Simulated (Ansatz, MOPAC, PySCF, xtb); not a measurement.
Dimer: H2S (SMILES S) (first 3 atoms) with CH4S (SMILES CS); geometry from B3LYP-D3(BJ)/def2-TZVP.
(charge 0, multiplicity 1):
```xyz
9

S      0.596     0.391     0.229
H      0.161     0.806     1.438
H     -0.639     0.044    -0.167
C     -0.266    -1.214     3.680
S     -0.316     0.579     4.011
H      0.142    -1.756     4.530
H     -1.299    -1.521     3.530
H      0.301    -1.427     2.777
H      1.004     0.752     4.192
```

Counterpoise-corrected where a basis set is named; no monomer relaxation.

The state that PM7 reach isn't checked; PM7 holds dispersion and hydrogen-bond terms.

Programs: Ansatz (an electronic-structure program); MOPAC for PM7 (differences of heats of formation); PySCF for the dispersion terms; xtb for the GFN methods. Values without a source in brackets are computed.

Q: What interaction energy does revPBE-D4/def2-TZVPPD give?

A: -3.2 kcal/mol

Q: Give the interaction energy at the level PM7.

A: -0.6 kcal/mol

Q: Predict the interaction energy from GFN1-xTB.

A: -2.9 kcal/mol
